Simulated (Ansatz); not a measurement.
Reaction (redistribution): `[F][Zr]([F])([F])[SeH]` + `OBOCO` → `[OH][Zr]([F])([F])[SeH]` + `OBOCF`

Computed with Ansatz on PBE0-D4/def2-TZVP structures; ΔE is electronic, products minus reactants. CBS: MP2 limit from def2 TZ/QZ plus the TZ coupled-cluster correction, frozen cores. Elements past krypton have def2 core potentials. For Se, Zr outer-core shells are correlated without core-valence functions, which leaves a few kJ/mol of doubt a bond. Scalar relativity is left out up to krypton. Each species was taken in one conformer, which may not be the lowest.

`[F][Zr]([F])([F])[SeH]`:

Cartesian coordinates in Å:
```
F -0.868 -1.587 -0.951
Zr -0.576 -0.078 0.150
F -2.049 1.100 0.112
F -0.240 -0.713 1.898
Se 1.464 1.248 -0.706
H 2.270 0.030 -0.503
```

`OBOCO`:

Cartesian coordinates in Å:
```
O -2.051 -0.681 -1.071
B -0.779 -0.668 -0.603
O -0.507 0.190 0.412
C 0.811 0.345 0.874
O 1.478 1.351 0.190
H -2.179 -1.321 -1.772
H 0.074 -1.392 -1.046
H 1.391 -0.568 0.714
H 0.737 0.560 1.946
H 1.025 2.183 0.356
```

`[OH][Zr]([F])([F])[SeH]`:

Cartesian coordinates in Å:
```
O -1.273 -0.507 1.252
Zr -0.193 0.339 -0.051
F -1.161 0.707 -1.644
F 0.515 1.987 0.575
Se 1.726 -1.332 -0.535
H -1.889 -0.825 1.907
H 2.275 -0.369 -1.506
```

`OBOCF`:

```xyz
9

O    -0.713   -0.817    2.017
B    -0.608   -0.551    0.699
O     0.301    0.382    0.274
C     0.499    0.606   -1.073
F     1.516   -0.193   -1.524
H    -0.086   -0.316    2.549
H    -1.322   -1.119   -0.074
H     0.805    1.645   -1.211
H    -0.394    0.364   -1.658
```

| level | ΔE (kJ/mol) |
| --- | --- |
| MP2/CBS(def2) | 33.0 |
| CCSD/CBS(def2) | 32.1 |

Question: What does CCSD(T)/CBS give? (Best estimate.)

Answer: The calculation gave: +33.2 kJ/mol. The listed levels differ from it by -0.2, -1.1 kJ/mol.

Largest T1 diagnostic among the species: 0.016.

In def2-TZVPP, CCSD(T) changes the Hartree–Fock value by +5.9 kJ/mol (the triples alone add +1.1 kJ/mol) and MP2 by +5.7 kJ/mol. From PBE to PBE0 (25 % exact exchange), in def2-TZVPP and without D4, ΔE moves by −3.2 kJ/mol.
